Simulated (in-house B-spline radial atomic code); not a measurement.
Neutral manganese is squeezed into an impenetrable sphere of radius R (the orbitals vanish at R). Level of theory: Dirac-Hartree-Fock, average of configuration, Fermi nucleus of rms radius 3.7057 fm; calculated with a radial B-spline atomic code at the basis-set limit.

Energies in eV above the free atom in [Ar] 3d5 4s2:

```
R (bohr)  highest level (eV)  [Ar] 3d5 4s2  [Ar] 3d5 4s1 4p1  [Ne] 3s2 3p5 3d5 4s2 4d1
    9.87               -6.89       0.02151             2.717                     63.03
    5.66               -5.44         1.879             5.661                     69.85
    5.14               -4.56         3.259             7.484                     73.11
    4.41               -2.22         7.281             12.47                     81.41
    3.32                8.22         27.87             36.04                     116.6
    2.87                19.7         53.05              63.5                     154.6
    2.71                26.2         68.01             79.49                     176.1
     2.1                77.7         200.8               217                     352.3
    1.98                97.4         256.6             273.6                     422.4
     1.3                 412          1362              1372                      1706
```

(1) Does [Ar] 3d5 4s1 4p1 fall below [Ar] 3d5 4s2 under compression?

(2) Does [Ne] 3s2 3p5 3d5 4s2 4d1 fall below [Ar] 3d5 4s2 under compression?

The highest level is first positive in the row R = 3.32 bohr, pushed up by confinement above the zero of the free ion's potential. Each configuration is held fixed and needn't be the lowest in the sphere.

## Answers

(1) No, it stays above over the whole range.

(2) No, it stays above over the whole range.
